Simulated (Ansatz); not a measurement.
`[CH3][GaH][SeH]` + Cl• → `[CH3][Ga][SeH]`• + HCl  (hydrogen abstraction from a Ga–H bond)

Program: Ansatz. Geometries: PBE0-D4/def2-TZVP. ΔE: electronic, gas phase. CBS: MP2 limit from def2 TZ/QZ plus the TZ coupled-cluster correction, frozen cores. This one scheme is used for every species, atoms too. Functionals use def2-TZVPP. No spin–orbit coupling; open shells (•) take unrestricted orbitals. Spin–orbit coupling would lower the free atoms: a little for Cl. For Ga, Se outer-core shells are correlated without core-valence functions, so the limit isn't a true one: a few kJ/mol of doubt a bond, and 10 to 20 or more in all where bonds break to atoms. Scalar relativity is left out up to krypton. Each species was taken in one conformer, which may not be the lowest.

`[CH3][GaH][SeH]`:

Cartesian coordinates in Å:
```
C -0.802 0.861 0.068
Ga 0.081 -0.836 0.498
Se 2.007 -1.471 -0.654
H -1.882 0.720 -0.008
H -0.430 1.285 -0.864
H -0.620 1.578 0.873
H -0.367 -1.867 1.586
H 2.012 -0.270 -1.499
```

`[CH3][Ga][SeH]`•:

```xyz
7

C    -0.446   -1.221   -0.070
Ga    0.945    0.210   -0.087
Se    0.150    2.418    0.222
H    -0.961   -1.192    0.893
H    -1.167   -1.012   -0.864
H    -0.012   -2.209   -0.222
H     1.491    3.007    0.128
```

HCl:

Cartesian coordinates in Å:
```
Cl 0.455 0.282 0.350
H -0.455 -0.282 -0.350
```

Task: Is it downhill or uphill in electronic energy at CCSD(T)/CBS, and by how much? (Estimate.)

Result: Computed: Downhill: ΔE = -22.4 kcal/mol.

Task: What do these levels give: ωB97X-V, ωB97M-V, BHLYP, HF/def2-TZVPP, CCSD/def2-TZVPP, MP2/CBS(def2)? (Estimate.)

Result: Ansatz gave: ωB97X-V -21.8, ωB97M-V -24.6, BHLYP -20.8, HF/def2-TZVPP -13.7, CCSD/def2-TZVPP -20.1, MP2/CBS(def2) -25.0 kcal/mol.

Task: What do rigid-rotor, harmonic-oscillator terms from PBE0-D4/def2-TZVP frequencies (298.15 K, 1 bar) make of the CCSD(T)/CBS value? (An estimate is asked.)

Result: Computed: ΔZPE = -0.4 kcal/mol, ΔH = -22.4 kcal/mol, ΔS = 17 J/(mol·K), ΔG = -23.6 kcal/mol. Open shells count their whole term as degenerate. Modes under 50 cm⁻¹ make the entropy rough.

Largest T1 diagnostic among the species: 0.013.

At CCSD(T), def2-SVP lies +4.3 kcal/mol from the extrapolated value and def2-TZVPP +1.0 kcal/mol. In def2-TZVPP, CCSD(T) changes the Hartree–Fock value by −7.7 kcal/mol (the triples alone add −1.3 kcal/mol) and MP2 by −10.3 kcal/mol. From BLYP to BHLYP (50 % exact exchange), in def2-TZVPP and without D4, ΔE moves by +5.9 kcal/mol.
